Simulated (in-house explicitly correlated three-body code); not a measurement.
Computed with an exponentially correlated three-body code. Model: two electrons around a point charge, non-relativistic, variational in 260 exponentially correlated functions (energies converged to about 1e-7 hartree, or 1e-8 relative for large Z).

Command:
```bash
python run_hyl.py task.json out
```
Settings (lengths in bohr, energies in hartree):
```
Z                      14
screening              11.2
interaction_strength   1
functions              260
states_tried           1
```

Cost of the run: 21 s on 1 thread of Arm Neoverse N1 (shared host).

**Ground state only, binding against the one-electron ion.**

Given: nuclear charge 14; Yukawa screening of all interactions 11.2 1/bohr.

Computed: one-electron threshold -8.76204368 hartree.

```csv
term,energy (hartree),binding (eV)
1 1S,-16.3177319,205.6
```

**Converged states only, values per electron or pair (inverse distances are <exp(-kr)/r>).**

```json
{"term": "1 1S", "mean r (bohr)": "0.19102", "mean r squared (bohr²)": "0.055296", "mean inverse r (1/bohr)": "3.7093", "mean r12 (bohr)": "0.28704", "mean inverse r12 (1/bohr)": "1.139", "mean cosine": "-0.0054293", "mean p1 dot p2 (bohr⁻²)": "0.44142", "delta r1 (bohr⁻³)": "377.31", "delta r12 (bohr⁻³)": "27.72"}
```
